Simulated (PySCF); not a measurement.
## Electron correlation in Si (silicon, neutral)

[Ne] 3s2 3p2, high-spin 3P determinant. All numbers are calculated (PySCF 2.14, the spin-free X2C one-electron Hamiltonian (Gaussian nucleus), in cc-pVTZ-DK (5s4p2d1f, 34 functions)). Frozen: [Ne]; 4 electrons correlated.

MP2 pair energies summed by pair of shells (mhartree):

```tsv
pair	energy	share (%)
3s-3p	-34.05	60.7
3s-3s	-16.29	29.1
3p-3p	-5.71	10.2
```

Total MP2 correlation energy: -56.06 mhartree.

Same-spin part -9.78 and opposite-spin part -46.28 mhartree; SCS-MP2 scales them by 1/3 and 6/5 to -58.80 mhartree.

```csv
level,correlation energy (mhartree)
CCSD,-74.16
(T),-2.44
CCSD(T),-76.60
```

Diagnostics: T1 = 0.012, D1 = 0.0295, largest double amplitude 0.100.

Cost of the coupled-cluster step: 0.23 s of wall time on 1 thread of Neoverse-V2 (shared host), for 4 correlated electrons.
